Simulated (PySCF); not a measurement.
Start geometry of `C[Te](C)(=O)=O` from GFN2-xTB (Å):
```
atom  x, y, z in Å
C1     1.619   -0.637   -0.145
Te2    0.043    0.817   -0.329
C3    -1.666   -0.183    0.448
O4     0.456    2.225    0.671
O5    -0.221    1.192   -2.038
H6     1.338   -1.477   -0.740
H7     2.498   -0.137   -0.542
H8     1.744   -0.853    0.890
H9    -2.467    0.529    0.406
H10   -1.845   -1.060   -0.135
H11   -1.461   -0.442    1.498
```

Question: What comes out of this run: PBE0-D3(BJ)/def2-SVP geometry optimisation, gas phase, def2 core potentials past Kr (PySCF 2.14.0)?

Answer: 
```
atom  x, y, z in Å
C1     1.9175   -1.0937   -0.1982
Te2    0.4744    0.4570   -0.3946
C3    -1.2342   -0.5116    0.4231
O4     0.9428    1.8084    0.7261
O5     0.1768    0.7093   -2.1686
H6     1.5820   -1.9550   -0.7902
H7     2.8636   -0.7019   -0.5942
H8     2.0210   -1.3418    0.8659
H9    -2.0674    0.2008    0.3668
H10   -1.4496   -1.4015   -0.1826
H11   -1.0195   -0.7698    1.4682
```

The energy falls by 0.223 eV over 5 energy and gradient evaluations, the largest force component goes from 0.0398 to 3.4e-04 Eh/bohr, and the atoms move by 0.072 Å rms after alignment. The bond that changes most is Te2=O5 (ends: tellurium bonded to 2 C and 2 O; oxygen bonded to Te), which lengthens by 0.047 Å. Bonds longer at the end by more than 0.005 Å: 7 of 10; shorter: 1. Among the angles that change most is O4–Te2–O5, from 114.2° to 122.8°. The orientation of the end geometry is arbitrary; only internal coordinates are fixed.

The run used 112 basis functions and 41 SCF cycles in all. Hardware: one thread, Arm Neoverse V2 (aarch64), no GPU, shared host with 32 logical CPUs at a one-minute load of 8.9. Cost: 25 s wall, 0.47 GiB resident at most.

No frequency check.
